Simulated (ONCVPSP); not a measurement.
How hard is this iridium ONCV potential?

* Element: Ir (Z = 77)
* Generator: ONCVPSP 4.0.1
* Type: optimised norm-conserving Vanderbilt (ONCV)
* Functional: PBE
* Relativity: fully relativistic
* Frozen core: [Kr] 4d10 4f14
* Valence charge: 17
* Reference configuration: 5s2 5p6 5d7 6s2
* Partial waves: 5s+6s: rc 1.65 bohr, ncon 4, nbas 7, qcut 9.4 1/bohr, 2 projectors; 5p: rc 1.65 bohr, ncon 4, nbas 7, qcut 8.8 1/bohr, 3 projectors, debl 1.1 Ha; 5d: rc 2.35 bohr, ncon 4, nbas 9, qcut 5.9 1/bohr, 2 projectors, debl 1.3 Ha
* Local potential: polynomial inside 1.10 bohr (lpopt 5, dvloc0 2 Ha)
* Core correction: Teter function, fcfact 2, rcfact 1.25

Open shells are filled in proportion to 2j + 1.

In the p channel the program set the typed energies aside and used -1.873, 0.250, 1.350 Ha (j = l + 1/2; the other j can differ).

Problem. For each optimised wave give the share of its norm inside rc, the residual kinetic energy above qcut (Ha) and the cutoffs (Ha) for errors of 10, 1, 0.1 and 0.01 mHa per electron.

Solution.

```csv
wave,norm inside rc,residual KE,10 mHa,1 mHa,0.1 mHa,0.01 mHa
5s,0.967,1.2e-07,21.4,27.4,32.5,36.7
6s,0.080,5.2e-08,17.7,25.1,31.2,36.0
5p j=3/2,0.886,4.1e-07,11.9,24.3,29.7,33.6
p projector 2 j=3/2,0.075,7.3e-07,8.9,22.5,29.4,34.2
p projector 3 j=3/2,0.069,1.7e-06,9.5,24.2,30.9,35.7
5p j=1/2,0.933,2.8e-07,11.8,16.4,27.8,32.6
p projector 2 j=1/2,0.083,1.0e-06,10.3,15.0,28.8,34.2
p projector 3 j=1/2,0.083,2.3e-06,10.8,21.8,30.6,36.0
5d j=5/2,0.816,1.2e-05,10.9,13.5,15.7,17.9
d projector 2 j=5/2,0.110,2.0e-05,10.5,13.5,16.0,20.0
5d j=3/2,0.845,1.5e-05,11.2,13.8,15.9,20.0
d projector 2 j=3/2,0.113,2.7e-05,10.7,13.7,16.2,22.0
```

The occupied waves need 27 Ha and 33 Ha for 1 and 0.1 mHa. Its largest configuration-test error is -316 meV.
